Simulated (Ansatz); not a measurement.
Two isomers of C3H7NSi: A = `C=C[SiH2]C=N`, B = `C=C1[SiH2]N1C`.

Program: Ansatz. Geometries: PBE0-D4/def2-TZVP. ΔE: electronic, gas phase. CCSD(T)/CBS is the MP2 limit (def2-TZVPP, def2-QZVPP) plus CCSD(T) − MP2 in def2-TZVPP, frozen cores. Functionals use def2-TZVPP. B3LYP here is the variant with VWN-RPA as its local correlation; programs differ in this. Each species was taken in one conformer, which may not be the lowest.

Task: Which isomer does CCSD(T)/CBS put lower? Give the gap. (Estimate.)

Result: Computed: A, by 11.8 kcal/mol.

Task: Give E(B) − E(A) in kcal/mol with B3LYP-D4, MP2/def2-TZVPP, CCSD/def2-TZVPP, B3LYP, PBE0-D4, B2PLYP, HF/def2-TZVPP. (Best estimate.)

Result: Ansatz gave: B3LYP-D4 9.9, MP2/def2-TZVPP 7.9, CCSD/def2-TZVPP 13.1, B3LYP 10.3, PBE0-D4 5.4, B2PLYP 10.2, HF/def2-TZVPP 17.2. None reverses the order clearly.

Largest T1 diagnostic: 0.013.

In def2-TZVPP, CCSD(T) changes the Hartree–Fock value by −4.5 kcal/mol (the triples alone add −0.5 kcal/mol) and MP2 by −9.2 kcal/mol.
